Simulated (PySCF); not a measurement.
CH₅AlOSe. Atoms are numbered in the order given.

```xyz
9

Al     0.0222    -0.8033     0.8788
H      0.0558    -1.1499     2.4109
O      0.0052    -2.0608    -0.2539
C     -0.0240    -2.2062    -1.6440
H     -0.0480    -1.2335    -2.1723
H      0.8671    -2.7573    -1.9926
H     -0.9157    -2.7796    -1.9525
Se    -0.0048     1.3582     0.0805
H      0.0187     1.9072     1.4407
```

Geometry: ωB97X-D3(BJ)/def2-SVP. The structure was generated by enumeration; whether it is a known compound was not checked. Other conformers were not sampled.

Computed with HF/pcSseg-1 (PySCF).

GIAO shieldings, no solvent; atoms alike by connectivity are averaged. δ = σ(ref) − σ: ¹H against TMS (σ = 31.99 ppm); ¹⁷O against H2O (σ = 333.0 ppm); ¹³C against TMS (σ = 192.6 ppm); ⁷⁷Se against Me2Se (σ = 1942.8 ppm), references at their B3LYP-D3(BJ)/def2-TZVP geometries, non-relativistic.

```
nucleus       atoms  count  δ (ppm)
-------  ----------  -----  -------
¹H               H2      1     4.55
¹H       H5, H6, H7      3     3.93
¹H               H9      1     0.58
¹⁷O              O3      1     15.9
¹³C              C4      1     51.3
⁷⁷Se            Se8      1   -348.3
```
